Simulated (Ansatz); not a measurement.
`C[CH2][SbH][SiH3]`, charge 0, multiplicity 1.

Q: Give a relaxed structure at PBE0-D4/def2-TZVP (Ansatz 0.2.0). (An estimate is asked.)

A: Ansatz gave: 
Z-matrix (Å, degrees):
```
C
C 1 1.518
H 1 1.095 2 111.1
H 1 1.093 2 111.5 3 -119.8
H 1 1.093 2 111.7 3 120.0
Sb 2 2.180 1 111.9 3 -178.3
H 2 1.093 1 111.2 3 -60.0
H 2 1.091 1 111.6 3 60.3
Si 6 2.570 2 94.2 1 -165.8
H 6 1.713 2 93.8 1 -74.8
H 9 1.489 6 111.8 2 42.7
H 9 1.489 6 109.1 2 -77.0
H 9 1.487 6 110.3 2 164.0
```
This is one stationary point; other conformers may exist.
